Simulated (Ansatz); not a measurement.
A nudged elastic band was laid between two geometries of BFH4SSi (8 atoms, charge 0, multiplicity 1).

These are results of RKS r2SCAN-D4/6-31G* (Ansatz), not measurements.

```
movable images  : 5
climbing image  : yes
spring          : 5.0 eV/Å²
optimiser       : quadratic models (default)
start path      : IDPP
force threshold : 0.03 eV/Å
iteration limit : 60
end points      : relaxed
```

First end point:

```xyz
8
Properties=species:S:1:pos:R:3
F -0.355 -0.809 1.717
B -0.267 -0.582 0.404
Si 0.576 1.131 -0.285
S -0.913 -1.822 -0.746
H 0.574 1.186 -1.773
H -0.170 2.311 0.241
H 1.984 1.233 0.198
H -1.336 -2.706 0.187
```

Last end point:

```xyz
8
Properties=species:S:1:pos:R:3
F -0.318 -0.753 2.064
B -0.309 -0.679 0.731
Si 0.492 0.957 -0.168
S -1.039 -2.098 -0.132
H 0.412 0.857 -1.654
H -0.232 2.188 0.264
H 1.923 1.109 0.222
H -0.835 -1.639 -1.382
```

Problem. Which bonds break or form, and what moves?

Solution. No bond is made or broken. The dihedral Si3–B2–S4–H8 goes from -180 to 0°.

Problem. What energy profile does the band end with?

Solution. It converged. The highest image is number 3 of 0 to 6, 0.60 eV above the first end and 0.58 eV above the last; the last end lies 0.02 eV above the first. A vibrational analysis at the climbing image gives one clearly imaginary mode, 445i cm⁻¹: a first-order saddle point.

```csv
image,path coordinate (Å),energy (eV),dihedral Si3–B2–S4–H8 (°)
0,0.00,0.00,-180
1,0.93,0.02,-178
2,1.87,0.19,145
3,2.80,0.60,91
4,3.53,0.26,46
5,4.27,0.02,3
6,5.00,0.02,0
```

Problem. What is the geometry of the highest image?

Solution. 
```xyz
8
Properties=species:S:1:pos:R:3
F -0.009 -0.969 1.884
B -0.358 -0.516 0.691
Si 0.699 0.943 -0.248
S -1.893 -1.240 -0.108
H 1.146 0.422 -1.572
H -0.211 2.097 -0.502
H 1.891 1.420 0.509
H -1.174 -2.214 -0.709
```

Problem. What are the harmonic wavenumbers there?

Solution. 445i, 86, 151, 295, 313, 449, 544, 557, 754, 829, 916, 930, 942, 1306, 2232, 2242, 2249, 2680 cm⁻¹.

Run time: 3.7 min on 1 thread of Intel(R) Xeon(R) 6975P-C (Granite Rapids) (shared host), peak memory 0.17 GiB.
